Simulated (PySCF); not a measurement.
First hyperpolarisability: `InChI=1S/C4H2N4S/c1-2-6-4-3(5-1)7-9-8-4/h1-2H`

Geometry:
```json
{"atom": "C1", "x (Å)": "-1.434", "y (Å)": "-0.423", "z (Å)": "0.932"}
{"atom": "C2", "x (Å)": "-1.624", "y (Å)": "-0.597", "z (Å)": "-0.483"}
{"atom": "N3", "x (Å)": "-0.675", "y (Å)": "-0.450", "z (Å)": "-1.365"}
{"atom": "C4", "x (Å)": "0.526", "y (Å)": "-0.116", "z (Å)": "-0.838"}
{"atom": "N5", "x (Å)": "1.632", "y (Å)": "0.083", "z (Å)": "-1.550"}
{"atom": "S6", "x (Å)": "2.791", "y (Å)": "0.455", "z (Å)": "-0.477"}
{"atom": "N7", "x (Å)": "1.965", "y (Å)": "0.384", "z (Å)": "0.918"}
{"atom": "C8", "x (Å)": "0.718", "y (Å)": "0.057", "z (Å)": "0.587"}
{"atom": "N9", "x (Å)": "-0.291", "y (Å)": "-0.103", "z (Å)": "1.474"}
{"atom": "H10", "x (Å)": "-2.291", "y (Å)": "-0.566", "z (Å)": "1.601"}
{"atom": "H11", "x (Å)": "-2.622", "y (Å)": "-0.867", "z (Å)": "-0.851"}
```

Theory: PySCF 2.14.0, quadratic response CAM-B3LYP/aug-cc-pVDZ first hyperpolarisability, Taylor convention, gas phase. Geometry: PBE0-D3(BJ)/def2-SVP.

Question: What is the first hyperpolarisability, and how does it disperse?

Answer: In au, Taylor convention; the vector part is βᵢ = ⅓ Σⱼ (βᵢⱼⱼ + βⱼᵢⱼ + βⱼⱼᵢ); β∥ is 3/5 of the vector part along the dipole, the dipole points from − to +:
```csv
process,λ (nm),β vector norm,β∥,β HRS,depolarisation ratio
"static β(0;0,0)",∞,109.6,-65.8,45.8,4.87
"second harmonic β(−2ω;ω,ω)",1907,123.6,-74.2,51.7,4.57
"Pockels β(−ω;ω,0)",1907,114.0,-68.4,–,–
"second harmonic β(−2ω;ω,ω)",1064,166.1,-99.7,70.3,3.77
"Pockels β(−ω;ω,0)",1064,124.7,-74.8,–,–
```

Question: Which lowest excitations, dipole and polarisabilities go with it?

Answer: S1 3.23 eV (f = 0.001); S2 4.46 eV (f = 0.328); S3 4.51 eV (f = 0.000); dipole 1.62 D; isotropic α 92.6 au static, 93.1 au at 1907 nm, 94.4 au at 1064 nm, 94.8 au at 953.5 nm, 100.8 au at 532 nm.
